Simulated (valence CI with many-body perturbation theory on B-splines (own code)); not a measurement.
E1 line list for Tc XXIX

Calculated by relativistic CI+MBPT: five valence electrons over a frozen Dirac-Fock core [Ne], a basis of 11 s, 11 p, 10 d, 8 f, 5 g, 2 h functions for each j, with the one-electron correlation potential Σ1 (screened to all orders), the two-electron term Σ2, the three-electron term Σ3, Breit, model QED; selected single and double excitations, second order for the rest, scaled by the run's own slope (own B-spline code, finite nucleus).

The last digits are not significant, and no measured levels were compared; by estimate large intervals hold to a few tenths of a per cent, small ones and those within an open d or f shell to about a per cent. Among the levels kept, up to 3800 cm⁻¹ of a level comes from second order outside the variational space, and about a tenth of that is noise between levels of different J, which matters for small intervals.

Lines 1 to 50 of 583 in falling wavelength, among levels below 329.82 eV, chosen from the strongest by gf and those to the six lowest levels. Wavelengths and rates use the calculated energies. Electric multipoles are in the length gauge, E1 and E2 with the static RPA response of the core. Weak lines are less certain than strong ones. Lines between different terms over intervals too small for the method are left out, as are lines whose strength nearly cancels. The highest levels of a list are the least certain.

Names give the largest LS component (configuration and term), which can be under half, so a name can repeat, a term be missing and a line seem to break the LS rules; names also repeat where a configuration has a term twice. Letters in brackets count levels of one name in rising energy.

```tsv
λ vac (nm)	Upper	Lower	A (s⁻¹)	S (a.u.)
25.83	3s 3p4 4P_3/2	3s2 3p3 2P°_3/2	9.74e+07	3.31e-03
21.31	3s2 3p2 3d 4F_3/2	3s2 3p3 2P°_3/2	1.20e+08	2.29e-03
18.51	3s 3p4 4P_5/2	3s2 3p3 2D°_5/2	1.00e+09	1.89e-02
17.43	3s 3p4 2D_5/2	3s2 3p3 2P°_3/2	1.76e+09	2.76e-02
17.26	3s 3p3 3d 4G°_11/2	3s2 3p2 3d 2G_9/2	3.26e+09	9.94e-02
17.06	3s 3p4 4P_5/2	3s2 3p3 2D°_3/2	2.23e+09	3.27e-02
16.76	3s2 3p2 3d 2P_3/2 [a]	3s2 3p3 2P°_3/2	5.00e+08	4.64e-03
16.75	3s 3p4 4P_1/2	3s2 3p3 2P°_1/2	2.92e+09	1.35e-02
16.50	3s2 3p2 3d 4D_1/2 [a]	3s2 3p3 2P°_3/2	3.95e+08	1.75e-03
16.10	3s2 3p2 3d 2F_5/2	3s2 3p3 2P°_3/2	1.44e+08	1.78e-03
16.04	3s 3p4 4P_3/2	3s2 3p3 2D°_5/2	2.00e+09	1.63e-02
15.01	3p5 2P°_3/2	3s 3p4 2D_5/2	1.00e+10	6.70e-02
14.94	3s 3p4 4P_3/2	3s2 3p3 2D°_3/2	5.76e+08	3.79e-03
14.64	3s2 3p2 3d 4D_1/2 [b]	3s2 3p3 2P°_3/2	6.88e+08	2.13e-03
14.54	3s 3p3 3d 2G°_9/2 [b]	3s2 3p2 3d 2G_9/2	2.45e+09	3.72e-02
14.37	3s 3p2 3d2 6G_9/2	3s 3p3 3d 4G°_11/2	3.83e+09	5.61e-02
14.26	3s2 3p2 3d 4D_3/2	3s2 3p3 2P°_3/2	8.51e+08	4.87e-03
13.99	3s 3p4 2D_3/2	3s2 3p3 2P°_1/2	3.85e+08	2.08e-03
13.75	3s2 3p2 3d 4D_5/2	3s2 3p3 2P°_3/2	6.41e+08	4.94e-03
13.42	3p4 3d 4D_7/2	3s 3p3 3d 4G°_9/2	1.42e+10	1.35e-01
13.22	3s 3p2 3d2 6G_5/2 [b]	3s 3p3 3d 4F°_7/2 [a]	1.04e+10	7.10e-02
13.17	3p4 3d 4D_3/2	3s 3p3 3d 4F°_5/2 [a]	9.20e+09	4.15e-02
13.11	3s 3p4 4P_5/2	3s2 3p3 4S°_3/2	3.92e+09	2.61e-02
12.96	3s 3p3 3d 4G°_9/2	3s2 3p2 3d 4F_7/2	5.01e+09	5.38e-02
12.93	3s 3p3 3d 2G°_7/2	3s2 3p2 3d 4D_7/2	3.56e+09	3.03e-02
12.93	3s2 3p2 3d 2P_3/2 [a]	3s2 3p3 2P°_1/2	3.29e+08	1.40e-03
12.92	3s 3p4 2D_3/2	3s2 3p3 2D°_5/2	1.35e+09	5.76e-03
12.84	3s 3p3 3d 2F°_7/2 [b]	3s2 3p2 3d 2D_5/2 [c]	5.05e+09	4.22e-02
12.77	3s2 3p2 3d 4D_1/2 [a]	3s2 3p3 2P°_1/2	2.35e+09	4.84e-03
12.72	3s 3p4 2P_3/2	3s2 3p3 2P°_3/2	6.85e+08	2.79e-03
12.66	3s 3p3 3d 4F°_9/2	3s2 3p2 3d 4D_7/2	1.51e+10	1.51e-01
12.65	3s 3p3 3d 4G°_11/2	3s2 3p2 3d 4F_9/2	1.36e+10	1.64e-01
12.63	3s 3p3 3d 2G°_9/2 [a]	3s2 3p2 3d 4F_9/2	3.78e+09	3.75e-02
12.61	3s2 3p2 3d 4P_5/2	3s2 3p3 2P°_3/2	2.14e+08	1.27e-03
12.38	3s2 3p2 3d 4P_1/2	3s2 3p3 2P°_3/2	7.88e+08	1.48e-03
12.35	3s 3p4 2D_5/2	3s2 3p3 2D°_5/2	7.49e+09	4.18e-02
12.29	3s2 3p2 3d 4F_5/2	3s2 3p3 2D°_3/2	2.29e+08	1.26e-03
12.28	3s 3p3 3d 2F°_7/2 [c]	3s2 3p2 3d 2F_7/2 [b]	6.74e+09	4.92e-02
12.19	3s 3p4 2D_3/2	3s2 3p3 2D°_3/2	1.42e+10	5.09e-02
12.15	3s2 3p2 3d 2P_3/2 [b]	3s2 3p3 2P°_3/2	3.42e+09	1.21e-02
12.06	3p4 3d 4D_7/2	3s 3p3 3d 4D°_7/2 [a]	6.08e+09	4.21e-02
12.01	3s2 3p2 3d 2P_3/2 [a]	3s2 3p3 2D°_5/2	3.80e+09	1.30e-02
11.96	3s2 3p2 3d 2P_1/2 [a]	3s2 3p3 2P°_3/2	8.82e+09	1.49e-02
11.90	3s 3p3 3d 2P°_3/2 [b]	3s2 3p2 3d 2D_5/2 [b]	9.96e+09	3.32e-02
11.82	3s 3p4 4P_3/2	3s2 3p3 4S°_3/2	9.15e+09	2.98e-02
11.79	3s 3p3 3d 4F°_7/2 [a]	3s2 3p2 3d 4F_5/2	5.36e+09	3.47e-02
11.75	3s2 3p 3d2 4G°_7/2 [a]	3s2 3p2 3d 2G_7/2	4.64e+09	2.97e-02
11.66	3s2 3p2 3d 2F_5/2	3s2 3p3 2D°_5/2	1.44e+09	6.76e-03
11.64	3s2 3p 3d2 4G°_9/2 [b]	3s2 3p2 3d 2G_9/2	1.14e+10	8.90e-02
11.63	3s2 3p2 3d 4D_1/2 [b]	3s2 3p3 2P°_1/2	9.15e+09	1.42e-02
```
